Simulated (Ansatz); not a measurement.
Cartesian coordinates in Å:
```
C -0.374 -0.158 -1.786
C -0.128 -0.054 -0.606
Ga 0.264 0.111 1.262
H -0.591 -0.249 -2.826
H -0.734 0.911 2.155
H 1.563 -0.562 1.802
```

Charge 0, multiplicity 1.

Q: List the PBE0/def2-TZVPP orbital energies in eV (Ansatz 0.2.0). (An estimate is asked.)

A: The calculation gave: Occupied: -10147.43, -1253.30, -1109.50, -1109.37, -1109.37, -278.35, -278.05, -151.56, -104.60, -104.28, -104.26, -23.71, -23.55, -23.51, -23.43, -23.37, -20.85, -15.29, -13.30, -9.86, -9.14, -8.35, -7.94. Lowest empty: -1.98, 0.60, 1.20, 1.45, 1.57, 2.39, 3.48, 3.51.
